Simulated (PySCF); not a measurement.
A calculated (PBE, PySCF 2.14, aug-cc-pV5Z, the non-relativistic Hamiltonian (point nucleus)) atom or ion has these occupied shells.

```csv
shell,electrons,orbital energy (eV),"rms radius, mean of both spins (bohr)"
1s,2,-450.56,0.266
2s,2,-68.082,1.20
```

Name the element and its charge.

N(3+) (nitrogen, charge +3), in [He] 2s2, closed-shell 1S.
